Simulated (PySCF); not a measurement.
## Ionising ZnH

UHF; PySCF, no relativity, basis sets Zn pcseg-1, H pcseg-1. Neutral (UHF): doublet (σ ↑), Re = 1.640 Å, ωe = 1629 cm⁻¹, De = 0.71 eV, HOMO -7.50 eV, LUMO 1.05 eV.

ZnH⁺ (RHF): singlet (closed shell), Re = 1.548 Å, ωe = 2018 cm⁻¹, De = 1.22 eV to Zn⁺ + H. The energies at the minima are -1778.09597 hartree for ZnH and -1777.83401 for ZnH⁺.

(1) Work out the adiabatic ionisation energy, without and with harmonic zero-point energies (1 hartree = 27.2114 eV, 1 eV = 8065.5 cm⁻¹), and the change of the bond length.

For an ion De counts to the pair picked by the measured ionisation energies or electron affinities, which need not be the lowest pair at this level. Where the molecule has an RHF reference, its open-shell atoms are computed with UHF. Hartree–Fock leaves out correlation, which carries a large part of most bond energies and some tenths to 1 eV of ionisation energies. States were picked by a PBE0 search and need not be the measured ground states.

Neutral and ion stand on different kinds of reference determinant, which adds to the error of the difference.

## Answers

(1) At HF: 0.26196 hartree = 7.128 eV between the minima; the zero-point term (2018.0 − 1629.0)/2 cm⁻¹ = +0.024 eV makes it 7.152 eV. Re changes by -9.2 pm against the neutral. The electron leaves a σ orbital, and the shorter bond of the ion fits an antibonding orbital, or a change in how ionic the bond is.
